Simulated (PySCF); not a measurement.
Computed IR spectrum (relative IR intensity) of a molecule C2H6F2Si. Geometry: PBE-D3(BJ)/def2-SVP. The values are those of a single conformer. Computed with PySCF with PBE-D3(BJ)/def2-SVP. Frequencies are harmonic and unscaled.

Lines under 2 % of the strongest are left out, and lines within 2 cm⁻¹ are merged.

```tsv
ν (cm⁻¹)	relative intensity
142	2.1
294	6.2
428	19
788	29
800	5.6
870	100
901	36
955	6.4
969	52
1027	6.5
1222	3.5
1374	2.7
1426	3.1
1430	3.5
2214	69
2968	3.8
2976	12
3063	6.1
3067	5.7
```

Q: Identify the compound among the candidates.
A) C[SiH2]C(F)F
B) FC(F)C[SiH3]
C) C[Si@H](F)CF
D) CC[SiH](F)F

A: D, CC[SiH](F)F
